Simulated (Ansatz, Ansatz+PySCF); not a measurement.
```tsv
atom	x (Å)	y (Å)	z (Å)
C	0.0000	0.0000	-1.3073
N	0.0000	0.0000	0.0000
C	0.0000	0.0000	1.3073
```

Basis set: def2-SVP (spherical functions). Correlated methods keep 3 orbitals frozen. Correlation on ROHF uses semicanonical orbitals with singles. Charge 0, multiplicity 2.

Computed with Ansatz (development build ahead of 0.2.0); each method stands on the lowest determinant of its kind that the runs found.

Question: Give the atomization energy at this shape (free ground-state atoms in the same class of orbitals less the molecule, no zero-point energy) of doublet C2N by ROHF-CCSD(T), UHF-CCSD(T), ROHF-MP2, UHF-MP2, ROHF, UHF.

Answer:

```csv
method,atomization energy
ROHF-CCSD(T),11.89 eV
UHF-CCSD(T),11.87 eV
ROHF-MP2,12.31 eV
UHF-MP2,11.79 eV
ROHF,7.19 eV
UHF,7.51 eV
```

Caution: the shape is not the minimum. Caution for ROHF-CCSD(T), ROHF-MP2, ROHF: an unrestricted determinant lies well below. Caution for UHF-CCSD(T), UHF-MP2, UHF: the unrestricted determinant is spin contaminated.
